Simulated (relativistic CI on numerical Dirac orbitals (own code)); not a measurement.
**One change at a time: W¹¹⁺**

Base calculation: Dirac-Coulomb-Breit CI, KLI orbitals optimised for each configuration, a model potential for QED, unscaled Slater integrals.

Configuration list (outside the closed core [Kr] 4d10): 4f13.5s2.5p2, 4f12.5s2.5p3, 4f14.5s2.5p, 4f13.5s.5p3, 4f14.5s.5p2, 4f13.5s2.5p.5d, 4f12.5s.5p4, 4f14.5s2.5d, 4f14.5p3, 4f13.5s2.5p.5f, 4f14.5s2.6s, 4f13.5s2.5p.5g, 4f11.5s2.5p4, 4f10.5s2.5p5, 4f11.5s.5p5, 4f13.5p4, 4f12.5p5, 4f13.5s2.5d2, 4f14.5s.5d2, 4f14.5s.5p.5d, 4f14.5s.5d.5f. Double excitations out of closed p, d and f shells are left out; levels of such configurations are missing from the list, as are those of other unlisted configurations, and high levels can miss mixing partners.

Variants: (1) configuration mixing switched off; (2) only the first 3 configurations. Shifts of the energy above 4f13.5s2.5p2 2F°_7/2, in cm⁻¹, for the lowest level and the first level of each name with at least 55 % of one term (blank where a level changes its place among those of its configuration and J or its character, or is not in the variant):

```tsv
Level	Base	Δ(1)	Δ(2)
4f13.5s2.5p2 2F°_7/2	0.0	0.0	0.0
4f14.5s2.5p 2P°_1/2	6800.8	+7857.4	+4015.4
4f13.5s2.5p2 4F°_9/2	86370.9	-1095.9	-2254.3
4f13.5s2.5p2 4F°_3/2	99003.6		-1630.2
4f13.5s2.5p2 2D°_5/2	104425.4	+2174.0	-1946.0
4f14.5s2.5p 2P°_3/2	119476.6	-169.4	+3509.5
4f13.5s2.5p2 2P°_1/2	119529.1	-212.4	-1659.0
4f13.5s2.5p2 2H°_9/2	119937.1	+1099.7	-1984.5
4f13.5s2.5p2 2D°_3/2	129814.8	+2487.8	-1782.2
```

At this charge transitions that keep the count of f electrons are usually good to a few per cent. Levels and lines within the n = 5 or 6 shells can be off by up to 10 % or somewhat more, and those that change n by about 2 %, since core polarisation is missing. Levels that differ in their count of f electrons can be misplaced by several ten thousand cm⁻¹, since the correlation energy of f electrons is missing or only estimated; rates across such gaps can be off by orders of magnitude.

Ionisation energy from one configuration of each of the two ions, the ground ones as tabulated or assumed: base 230.827 eV. The NIST ASD value (semi-empirical) is 231.6 ± 1.2 eV.

LS names give the leading component of a level, which can be under half, so a name can repeat, a term be missing and a line seem to break the LS rules.
